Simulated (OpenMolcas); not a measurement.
Mn3+ (d4) among equal point charges was computed by CASSCF with the d shell active (OpenMolcas, ANO-RCC-VDZP on the metal). Its lowest spin-free states, and all those of the highest spin:

| 2S+1 | Degeneracy | E (cm-1) |
| --- | --- | --- |
| 5 | 1 | 0.0 |
| 5 | 1 | 3450 |
| 5 | 2 | 11914 |
| 5 | 1 | 14782 |
| 3 | 2 | 24524 |
| 3 | 1 | 24601 |
| 3 | 1 | 25323 |
| 3 | 3 | 27190 |
| 3 | 1 | 27911 |
| 3 | 1 | 28062 |
| 3 | 2 | 29910 |
| 3 | 1 | 30638 |

Question: Is the site octahedral, tetrahedral or cube-like, axial, or of lower symmetry?

Answer: The states with 2S+1 = 5 have orbital degeneracies 1, 1, 2, 1. There are pairs but no triples, so the site is axial: not cubic, but with a proper or improper axis of order three or more. The run had Mn3+ among 4 point charges of -2 e arranged as a square (D4h), 1.96 Å from the ion.

Without dynamic correlation the repulsion within the d shell is too large (B by tens of per cent), so at a given field states of lower spin stand too high. This is an electrostatic model: the charges have no orbitals. A group larger than the point group allows holds several states that coincide in this model. No measured value stands beside these numbers.
